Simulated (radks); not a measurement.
Q: Valence configurations of the lead ion Pb+. Calculated with a radial shooting solver on a logarithmic mesh with Libxc functionals: scalar-relativistic Kohn-Sham, PBE, spin-unpolarised, spherical densities, finite nucleus; Fermi nuclear charge, rms radius 5.5012 fm. Order these by energy: [Hg] 6p1; [Xe] 4f14 5d9.5 6s2 6p1.5; [Xe] 4f12.5 5d9.5 6s1.5 6p3.5; [Xe] 4f14 5d10 6s1 6p2; [Xe] 4f13 5d9.5 6s2 6p2.5; [Xe] 4f14 5d9 6s2 6p2; [Xe] 4f13 5d10 6s2 6p2; [Xe] 4f14 5d10 6s1.5 6p1.5; [Xe] 4f14 5d8 6s2 6p3; [Xe] 4f13.5 5d9.5 6s1.5 6p2.5.

A: From the lowest, in eV above it: [Hg] 6p1 0.000; [Xe] 4f14 5d10 6s1.5 6p1.5 4.717; [Xe] 4f14 5d10 6s1 6p2 9.512; [Xe] 4f14 5d9.5 6s2 6p1.5 9.897; [Xe] 4f14 5d9 6s2 6p2 20.592; [Xe] 4f14 5d8 6s2 6p3 44.369; [Xe] 4f13.5 5d9.5 6s1.5 6p2.5 83.924; [Xe] 4f13 5d10 6s2 6p2 139.79; [Xe] 4f13 5d9.5 6s2 6p2.5 152.13; [Xe] 4f12.5 5d9.5 6s1.5 6p3.5 235.87. NIST lists [Hg] 6p1 as the ground configuration; this level of theory agrees among the configurations tried. The energies are those of spherical spin-averaged densities, not of single terms.
